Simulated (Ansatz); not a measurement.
Molecule: C4H4N, charge 0, multiplicity 2. It need not be the lowest isomer of its formula. SMILES: [CH]=CCC#N
Coordinates optimised at B3LYP-D3(BJ)/def2-TZVP (Ansatz, a program for electronic structure):
```
C
H 1 1.0906
H 1 1.0940 2 107.44
C 1 1.4601 2 109.01 3 116.98
N 4 1.1497 3 150.29 1 178.10
C 1 1.5246 2 110.62 3 -119.57
C 6 1.3015 1 124.00 2 1.46
H 7 1.0782 6 139.38 1 -1.18
H 6 1.0876 7 120.70 8 179.16
```
Charge 0, spin multiplicity 2.

**Question.** Give the harmonic wavenumbers at B3LYP-D3(BJ)/def2-TZVP (Ansatz, finite differences of forces, unscaled).

**Answer.** 87, 201, 373, 376, 523, 687, 804, 847, 939, 956, 1021, 1214, 1279, 1321, 1460, 1676, 2357, 3039, 3092, 3122, 3251 cm⁻¹. Zero-point energy 40.9 kcal/mol.

**Question.** From these and the geometry, give the ideal-gas thermochemistry at 298.15 K and 1 atm (rigid rotor, harmonic oscillator).

**Answer.** Point group C1, rotational symmetry number 1. Rotational constants 20.21, 2.764, 2.638 GHz. S(trans) 38.48, S(rot) 25.19, S(vib) 9.71, S(elec, spin only) 1.38, S 74.8 cal/(mol K). H(298) - H(0) 4.02 kcal/mol; G - E(el) 22.7 kcal/mol.
